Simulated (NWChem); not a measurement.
# SiH$_{2}$ClF; SMILES F[SiH2]Cl

Program: NWChem. Pople sets run with spherical d functions. The geometry was optimised at B3LYP/6-31G* (spherical d). Vertical excitations in the gas phase; the lowest state need not have the same character in each row.

For level B3LYP/6-31+G*, full TDDFT:

lowest excitation, singlet (eV): 7.49
lowest state with f > 0.02, singlet (eV): 8.05
orbital gap (eV): 8.58

Task: Estimate the same quantities for level PBE0/6-31+G*, full TDDFT.

Result: 
| Quantity | Value |
|---|---|
| lowest excitation, singlet (eV) | 7.65 |
| lowest state with f > 0.02, singlet (eV) | 8.26 |
| orbital gap (eV) | 9.06 |
